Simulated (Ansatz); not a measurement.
`CC(=O)SCCCCn1c2ccccc2c2ccccc21` with charge +1. Charge 1, multiplicity 2. Geometry PBE-D4/def2-SVP.

```
atom   x (Å)   y (Å)   z (Å)
  C1  -6.965   0.030  -0.612
  C2  -5.520  -0.298  -0.352
  O3  -4.718  -0.694  -1.172
  S4  -5.026  -0.025   1.395
  C5  -3.300  -0.580   1.275
  C6  -2.368   0.502   0.709
  C7  -0.924   0.004   0.611
  C8  -0.004   1.057  -0.035
  N9   1.367   0.588  -0.147
 C10   1.868  -0.173  -1.198
 C11   1.225  -0.566  -2.387
 C12   1.968  -1.332  -3.297
 C13   3.304  -1.688  -3.025
 C14   3.943  -1.290  -1.827
 C15   3.222  -0.530  -0.906
 C16   3.529   0.047   0.401
 C17   4.658   0.056   1.220
 C18   4.591   0.736   2.459
 C19   3.416   1.395   2.872
 C20   2.270   1.401   2.065
 C21   2.344   0.724   0.832
 H22  -7.203  -0.176  -1.671
 H23  -7.164   1.097  -0.381
 H24  -7.620  -0.575   0.048
 H25  -3.293  -1.477   0.622
 H26  -3.008  -0.880   2.302
 H27  -2.422   1.413   1.344
 H28  -2.735   0.786  -0.299
 H29  -0.883  -0.927   0.007
 H30  -0.529  -0.253   1.617
 H31   0.000   1.994   0.555
 H32  -0.363   1.318  -1.051
 H33   0.182  -0.292  -2.603
 H34   1.500  -1.658  -4.237
 H35   3.862  -2.288  -3.758
 H36   4.986  -1.578  -1.632
 H37   5.584  -0.452   0.915
 H38   5.475   0.750   3.113
 H39   3.396   1.914   3.841
 H40   1.356   1.918   2.390
```

Single mean-field runs in def2-TZVP are fitted with def2-universal-jkfit.

**Question.** Estimate the α-spin orbital energies around the gap (eV) in Ansatz with PBE-D4/def2-TZVP, PBE0-D4/def2-TZVP.

**Answer.** 
| orbital | PBE-D4/def2-TZVP | PBE0-D4/def2-TZVP |
| --- | --- | --- |
| HOMO−5 | -10.83 | -11.88 |
| HOMO−4 | -10.19 | -11.61 |
| HOMO−3 | -9.26 | -10.52 |
| HOMO−2 | -9.14 | -10.41 |
| HOMO−1 | -8.99 | -9.77 |
| HOMO | -8.88 | -9.50 |
| LUMO | -5.60 | -5.11 |
| LUMO+1 | -4.93 | -4.37 |
| LUMO+2 | -4.44 | -3.86 |
| LUMO+3 | -4.42 | -3.27 |
| LUMO+4 | -3.94 | -2.82 |
| LUMO+5 | -3.28 | -2.30 |
| β HOMO | -8.81 | -9.45 |
| β LUMO | -8.66 | -8.38 |
